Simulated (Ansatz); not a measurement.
Born–Oppenheimer molecular dynamics of ClFH3InO2 (8 atoms, charge 0, multiplicity 1). It starts at the highest image of a converged band. Of that band: Beside the main top the profile has a ripple of under 15 meV (maxima at images 2, 5), which may be a very shallow well or noise. The top lies less than 8 meV above the higher end, about what the thresholds resolve: that end is a shoulder or a very shallow well. A vibrational analysis at the climbing image gives one clearly imaginary mode, 129i cm⁻¹: a first-order saddle point.

Computed with Ansatz, RKS CAM-B3LYP-D4/def2-SVP.

- ensemble: NVE (velocity Verlet)
- time step: 0.5 fs
- steps asked: 200
- starting velocities drawn for: 100 K
- seed: 4006

Frames 2.5 fs apart, positions in Å, forces in eV/Å.

Velocities at 0 fs (Å/ps):

```
In -1.58 -0.04 -0.26
Cl 0.94 -0.33 -0.02
O 1.94 1.81 2.19
H -0.85 1.90 -9.98
O 5.16 -1.76 0.48
H -13.20 -3.29 -2.27
F 2.71 0.84 -0.35
H -2.94 0.56 6.18
```

```xyz
8
Properties=species:S:1:pos:R:3:forces:R:3 time_fs=0 energy_less_start_eV=0.000 T=100
In -0.017 -0.134 0.179 0.00 0.00 0.00
Cl -0.017 -0.193 2.570 0.00 0.00 0.00
O 1.756 -0.556 -0.588 0.00 0.00 0.00
H 1.805 -0.385 -1.537 0.00 0.00 0.00
O -1.796 0.000 -0.680 0.00 0.00 0.00
H -2.068 -0.808 -1.134 0.00 0.00 0.00
F 0.162 2.098 0.864 0.00 0.00 0.00
H 0.136 1.797 1.770 0.00 0.00 0.00
8
Properties=species:S:1:pos:R:3:forces:R:3 time_fs=2.5 energy_less_start_eV=0.017 T=79
In -0.021 -0.134 0.178 0.35 -0.05 0.08
Cl -0.015 -0.194 2.570 -0.01 0.02 0.01
O 1.761 -0.551 -0.583 -0.03 0.15 -0.77
H 1.802 -0.383 -1.550 -0.03 -0.14 0.80
O -1.784 -0.005 -0.680 -0.51 -0.40 -0.40
H -2.098 -0.809 -1.136 0.25 0.45 0.29
F 0.169 2.099 0.863 -0.04 -0.14 0.41
H 0.129 1.800 1.779 0.04 0.10 -0.42
8
Properties=species:S:1:pos:R:3:forces:R:3 time_fs=5 energy_less_start_eV=0.016 T=79
In -0.025 -0.134 0.178 0.69 -0.13 0.19
Cl -0.013 -0.195 2.570 -0.03 0.01 -0.01
O 1.766 -0.546 -0.581 -0.21 -0.01 0.41
H 1.798 -0.387 -1.526 0.04 0.05 -0.36
O -1.773 -0.011 -0.680 -0.48 0.35 -0.12
H -2.115 -0.790 -1.123 0.00 -0.25 -0.09
F 0.175 2.101 0.864 -0.04 0.01 -0.08
H 0.124 1.807 1.768 0.03 -0.04 0.06
8
Properties=species:S:1:pos:R:3:forces:R:3 time_fs=7.5 energy_less_start_eV=0.034 T=56
In -0.028 -0.134 0.177 0.97 -0.19 0.28
Cl -0.010 -0.196 2.569 -0.04 0.01 -0.03
O 1.770 -0.541 -0.577 -0.30 -0.03 0.68
H 1.796 -0.388 -1.519 0.06 0.09 -0.63
O -1.764 -0.015 -0.681 -0.61 0.57 -0.13
H -2.132 -0.783 -1.114 -0.07 -0.44 -0.18
F 0.182 2.103 0.864 -0.04 0.12 -0.42
H 0.121 1.813 1.761 0.02 -0.14 0.41
8
Properties=species:S:1:pos:R:3:forces:R:3 time_fs=10 energy_less_start_eV=0.045 T=42
In -0.031 -0.135 0.177 1.17 -0.18 0.34
Cl -0.008 -0.196 2.569 -0.05 0.03 -0.01
O 1.772 -0.536 -0.571 -0.26 0.17 -0.62
H 1.798 -0.386 -1.540 0.01 -0.11 0.70
O -1.758 -0.018 -0.683 -1.17 -0.14 -0.64
H -2.151 -0.797 -1.113 0.32 0.30 0.25
F 0.188 2.105 0.863 -0.10 -0.09 0.17
H 0.119 1.811 1.773 0.08 0.02 -0.19
8
Properties=species:S:1:pos:R:3:forces:R:3 time_fs=12.5 energy_less_start_eV=0.044 T=43
In -0.033 -0.135 0.177 1.26 -0.17 0.37
Cl -0.006 -0.197 2.569 -0.05 0.04 -0.01
O 1.774 -0.530 -0.567 -0.30 0.11 -0.23
H 1.800 -0.388 -1.528 0.02 -0.05 0.30
O -1.755 -0.021 -0.686 -1.08 0.12 -0.52
H -2.153 -0.798 -1.100 0.18 0.04 0.11
F 0.194 2.106 0.863 -0.12 -0.16 0.34
H 0.122 1.811 1.776 0.09 0.07 -0.36
8
Properties=species:S:1:pos:R:3:forces:R:3 time_fs=15 energy_less_start_eV=0.049 T=38
In -0.035 -0.136 0.177 1.22 -0.17 0.37
Cl -0.004 -0.198 2.569 -0.06 0.02 -0.03
O 1.775 -0.524 -0.564 -0.35 -0.06 0.94
H 1.804 -0.394 -1.504 0.07 0.11 -0.87
O -1.757 -0.024 -0.692 -0.69 0.73 -0.17
H -2.146 -0.800 -1.082 -0.16 -0.59 -0.22
F 0.200 2.108 0.863 -0.08 0.04 -0.27
H 0.131 1.813 1.761 0.05 -0.09 0.26
8
Properties=species:S:1:pos:R:3:forces:R:3 time_fs=17.5 energy_less_start_eV=0.030 T=61
In -0.036 -0.136 0.177 1.07 -0.13 0.32
Cl -0.002 -0.198 2.569 -0.06 0.02 -0.03
O 1.774 -0.518 -0.557 -0.24 0.06 -0.13
H 1.811 -0.394 -1.518 0.01 -0.03 0.19
O -1.762 -0.024 -0.699 -0.90 0.03 -0.45
H -2.145 -0.830 -1.073 0.15 0.09 0.11
F 0.206 2.109 0.863 -0.08 0.04 -0.30
H 0.142 1.811 1.760 0.04 -0.09 0.30
8
Properties=species:S:1:pos:R:3:forces:R:3 time_fs=20 energy_less_start_eV=0.027 T=66
In -0.036 -0.137 0.177 0.83 -0.03 0.23
Cl 0.000 -0.199 2.569 -0.05 0.04 -0.01
O 1.773 -0.512 -0.552 -0.12 0.09 -0.71
H 1.819 -0.395 -1.525 -0.04 -0.09 0.75
O -1.769 -0.024 -0.707 -0.81 -0.31 -0.47
H -2.136 -0.856 -1.059 0.24 0.40 0.22
F 0.211 2.110 0.862 -0.11 -0.19 0.33
H 0.156 1.804 1.772 0.07 0.09 -0.33
8
Properties=species:S:1:pos:R:3:forces:R:3 time_fs=22.5 energy_less_start_eV=0.013 T=83
In -0.036 -0.137 0.178 0.53 0.05 0.14
Cl 0.002 -0.199 2.568 -0.05 0.03 -0.01
O 1.771 -0.506 -0.548 -0.14 -0.07 0.55
H 1.824 -0.401 -1.496 0.03 0.06 -0.54
O -1.780 -0.025 -0.717 -0.16 0.39 -0.01
H -2.115 -0.864 -1.034 -0.15 -0.36 -0.13
F 0.216 2.111 0.862 -0.09 -0.17 0.23
H 0.174 1.802 1.769 0.05 0.07 -0.22
8
Properties=species:S:1:pos:R:3:forces:R:3 time_fs=25 energy_less_start_eV=0.011 T=87
In -0.036 -0.138 0.178 0.19 0.10 0.06
Cl 0.003 -0.200 2.568 -0.05 0.01 -0.02
O 1.768 -0.500 -0.542 -0.04 -0.09 0.45
H 1.831 -0.403 -1.492 0.02 0.05 -0.47
O -1.792 -0.024 -0.727 0.06 0.16 0.06
H -2.102 -0.888 -1.015 -0.14 -0.18 -0.08
F 0.220 2.111 0.862 -0.06 0.04 -0.38
H 0.195 1.803 1.755 0.01 -0.10 0.40
8
Properties=species:S:1:pos:R:3:forces:R:3 time_fs=27.5 energy_less_start_eV=0.021 T=73
In -0.035 -0.138 0.179 -0.15 0.19 -0.04
Cl 0.005 -0.200 2.568 -0.04 0.01 0.00
O 1.766 -0.494 -0.536 0.20 -0.01 -0.83
H 1.839 -0.403 -1.510 -0.10 -0.06 0.77
O -1.803 -0.024 -0.737 0.07 -0.64 -0.04
H -2.095 -0.920 -0.999 0.07 0.58 0.13
F 0.225 2.112 0.862 -0.05 -0.06 -0.11
H 0.217 1.800 1.760 0.00 -0.01 0.12
```

Of the whole run (100 fs, mean temperature of the second half 99 K): The conserved energy stayed within 0.054 meV per atom of its start (net change 0.034 meV per atom), so the integration is sound. A run of 0.1 ps of so small a system gives no equilibrium averages. The orbitals stay closed-shell, which can raise the energy where a bond breaks towards radicals; this wasn't checked here.

Run time: 6.3 min on 4 threads of Arm Neoverse V1 (shared host), peak memory 0.28 GiB.
